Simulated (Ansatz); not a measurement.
## Worked example: a bond strength in SnH3O2 (SMILES [OH][SnH][OH])

SnH3O2 has 6 atoms, charge 0, and is taken as a doublet. As SMILES, `[OH][SnH][OH]`. Geometry: optimised at B3LYP/def2-SVP. This is one conformer, not always the lowest.

```xyz
6

O    -1.3064   -0.6930   -0.2417
Sn    0.4129    0.2846   -0.6493
O     1.4153   -0.0107    1.0594
H    -1.8866   -0.7833   -1.0116
H     0.1449    2.0352   -0.6235
H     1.2618   -0.8967    1.4207
```

Wanted: the dissociation energy of the H5–Sn2 bond into doublet H and singlet SnH2O2 (shapes relaxed at B3LYP/def2-SVP, no zero-point term). 1 Eh = 2625.50 kJ/mol = 27.2114 eV. Totals in Eh; open shells run unrestricted unless said.

| level | program | SnH3O2 | doublet H | singlet SnH2O2 |
| --- | --- | --- | --- | --- |
| USVWN5/def2-TZVP (core potential) | Ansatz | -365.205004 | -0.478344 | -364.680462 |
| UPBE0-D4/def2-TZVP (core potential) | Ansatz | -366.465227 | -0.501036 | -365.925445 |
| UB2PLYP/def2-TZVP (core potential), 6 core orbitals frozen | Ansatz | -366.311677 | -0.498613 | -365.779241 |

Problem. Work out the dissociation energy at each level.

Solution. 
1. USVWN5/def2-TZVP (core potential): (-0.478344) + (-364.680462) − (-365.205004) = 0.046198 Eh = 121.3 kJ/mol = 1.26 eV.
2. UPBE0-D4/def2-TZVP (core potential): (-0.501036) + (-365.925445) − (-366.465227) = 0.038746 Eh = 101.7 kJ/mol = 1.05 eV.
3. UB2PLYP/def2-TZVP (core potential): (-0.498613) + (-365.779241) − (-366.311677) = 0.033823 Eh = 88.8 kJ/mol = 0.92 eV.

The levels span 89 to 121 kJ/mol; no measured value is set beside them. A fragment with an even electron count was run as a singlet and may have a lower triplet. A bond enthalpy at 298 K also holds the loss of zero-point energy and thermal terms.
